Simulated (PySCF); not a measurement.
Computed with B3LYP-D3(BJ)/def2-TZVP // BP86-D3(BJ)/def2-SVP (PySCF). Gas-phase values, no solvent. One relaxed conformer stands for a flexible species; it need not be the lowest. B3LYP has the VWN-RPA correlation part, as in Gaussian. 

Reference species: [Hf(Cl)4] (neutral, multiplicity 1).

```
Quantity                                                         Value
------------------------------------------------------------  --------
coordination number                                                  4
HOMO                                                          -9.42 eV
HOMO–LUMO gap                                                  6.96 eV
mean distance from the central atom to its bonded neighbours   2.338 Å
```

After one change: the coordination number hardly moves; the HOMO increases by 1.14 eV; the HOMO–LUMO gap rises by 0.85 eV; the mean distance from the central atom to its bonded neighbours decreases by 0.293 Å.

Task: Which change was made? The new species is one of these.
(A) [Hf(OH)4]
(B) [Hf(Cl)(OH)3]
(C) [Hf(Cl)3(OH)]
(D) [Hf(Cl)2(OH)2]

Result: B, [Hf(Cl)(OH)3]
